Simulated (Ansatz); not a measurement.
**Nudged elastic band run: BIr12**

The input (input.yaml):

```yaml
crystal:
  lattice:
    - [5.43058, 0.0, 0.0]
    - [2.71529, 4.70302, 0.0]
    - [0.0, 0.0, 15.43405]
  atoms:
    - { symbol: Ir, position: [0.1666667, 0.1666667, 0.0647918] }
    - { symbol: Ir, position: [0.6666667, 0.1666667, 0.0647918] }
    - { symbol: Ir, position: [0.1666667, 0.6666667, 0.0647918] }
    - { symbol: Ir, position: [0.6666667, 0.6666667, 0.0647918] }
    - { symbol: Ir, position: [-0.16649523, 0.33298898, 0.20688484] }
    - { symbol: Ir, position: [0.33333113, 0.33333264, 0.20549998] }
    - { symbol: Ir, position: [-0.16649294, 0.83350622, 0.20689092] }
    - { symbol: Ir, position: [0.33299141, 0.83350317, 0.20688136] }
    - { symbol: Ir, position: [1.468e-05, 2.09e-06, 0.34721434] }
    - { symbol: Ir, position: [0.49732942, 0.00536753, 0.35562208] }
    - { symbol: Ir, position: [0.00537412, 0.49732022, 0.35562285] }
    - { symbol: Ir, position: [0.49732495, 0.49731314, 0.35562598] }
    - { symbol: B, position: [0.66665412, 0.66666299, 0.4382495] }
basis:
  ecutwfc: 420.0
kpoints:
  mp_grid: { grid: [4, 4, 1] }
hamiltonian:
  xc: pbe
scf:
  occupations: { method: gaussian, width: 0.05 }
  lower_state_search: "off"
neb:
  images: 7
  f_tol: 0.05
  initial_path: idpp
  max_iterations: 46
  constraints: [{ sites: [0, 1, 2, 3] }]
  final_atoms:
    - { symbol: Ir, position: [0.16666666, 0.16666666, 0.06479181] }
    - { symbol: Ir, position: [0.66666665, 0.16666667, 0.06479181] }
    - { symbol: Ir, position: [0.16666665, 0.66666669, 0.06479181] }
    - { symbol: Ir, position: [0.66666663, 0.66666669, 0.06479181] }
    - { symbol: Ir, position: [-0.16602296, 0.33397706, 0.20781162] }
    - { symbol: Ir, position: [0.33204589, 0.33397706, 0.20781162] }
    - { symbol: Ir, position: [-0.16602297, 0.83204592, 0.20781162] }
    - { symbol: Ir, position: [0.3333333, 0.83333335, 0.20464028] }
    - { symbol: Ir, position: [-0.01154855, 0.00577428, 0.35411637] }
    - { symbol: Ir, position: [0.50577426, 0.00577428, 0.35411637] }
    - { symbol: Ir, position: [-1.0e-08, 0.50000001, 0.34808811] }
    - { symbol: Ir, position: [0.50577425, 0.48845146, 0.35411637] }
    - { symbol: B, position: [0.3333333, 0.83333335, 0.43225305] }
  order_check: true
```

Command:

```bash
$ ansatz run input.yaml --threads 4 --pin off --max-ram 10240MiB --backend cpu --events-out ev --progress --plain --runs-dir out
```

Output, in part (warnings, iteration lines):

```
NEB end point (image 0): max|allowed force component| = 2.310e-2 eV/Å (the criterion of neb.relax_end_points is 1.000e-2)
NEB end point (image 8): max|allowed force component| = 9.205e-3 eV/Å (the criterion of neb.relax_end_points is 1.000e-2)
NEB iter   1: max|band force component| = 2.541e0 eV/Å  barrier→ = 0.5697 eV  barrier← = 0.9220 eV  Δτ_max = 0.1664 Å  (92 SCF iters)
NEB iter   2: max|band force component| = 6.570e-1 eV/Å  barrier→ = 0.2317 eV  barrier← = 0.5840 eV  Δτ_max = 0.0677 Å  (69 SCF iters)
NEB iter   3: max|band force component| = 4.348e-1 eV/Å  barrier→ = 0.1936 eV  barrier← = 0.5459 eV  CI = image 3  Δτ_max = 0.0523 Å  (67 SCF iters)
NEB iter   4: max|band force component| = 1.034e-1 eV/Å  barrier→ = 0.1878 eV  barrier← = 0.5401 eV  CI = image 3  Δτ_max = 0.0097 Å  (59 SCF iters)
NEB iter   5: max|band force component| = 1.912e-2 eV/Å  barrier→ = 0.1874 eV  barrier← = 0.5397 eV  CI = image 3  Δτ_max = 0.0000 Å  (289 SCF iters)
```

It converged. By the program's own check the climbing image is a first-order saddle point (lowest curvatures found: -1.68 and 0.90 eV/Å²). Limits of this set-up: coarse k mesh, thin slab, slab without dipole correction, odd electron count without spin.

Final band (atoms are numbered from 1 in the order of the input):

```json
{"image": "0", "path coordinate (Å)": "0.00", "energy (eV)": "0.000", "Ir11–B13 (Å)": "2.04", "Ir9–B13 (Å)": "3.44"}
{"image": "1", "path coordinate (Å)": "0.21", "energy (eV)": "0.054", "Ir11–B13 (Å)": "2.17", "Ir9–B13 (Å)": "3.25"}
{"image": "2", "path coordinate (Å)": "0.42", "energy (eV)": "0.150", "Ir11–B13 (Å)": "2.38", "Ir9–B13 (Å)": "3.07"}
{"image": "3", "path coordinate (Å)": "0.62", "energy (eV)": "0.187", "Ir11–B13 (Å)": "2.59", "Ir9–B13 (Å)": "2.88"}
{"image": "4", "path coordinate (Å)": "0.85", "energy (eV)": "0.142", "Ir11–B13 (Å)": "2.81", "Ir9–B13 (Å)": "2.65"}
{"image": "5", "path coordinate (Å)": "1.08", "energy (eV)": "-0.006", "Ir11–B13 (Å)": "2.99", "Ir9–B13 (Å)": "2.40"}
{"image": "6", "path coordinate (Å)": "1.31", "energy (eV)": "-0.221", "Ir11–B13 (Å)": "3.18", "Ir9–B13 (Å)": "2.17"}
{"image": "7", "path coordinate (Å)": "1.54", "energy (eV)": "-0.331", "Ir11–B13 (Å)": "3.33", "Ir9–B13 (Å)": "2.05"}
{"image": "8", "path coordinate (Å)": "1.77", "energy (eV)": "-0.352", "Ir11–B13 (Å)": "3.39", "Ir9–B13 (Å)": "2.02"}
```

Time of the run: 8.3 min on 4 threads of Intel(R) Xeon(R) Platinum 8488C (Sapphire Rapids), with other jobs on the host, peak memory 3.9 GiB.
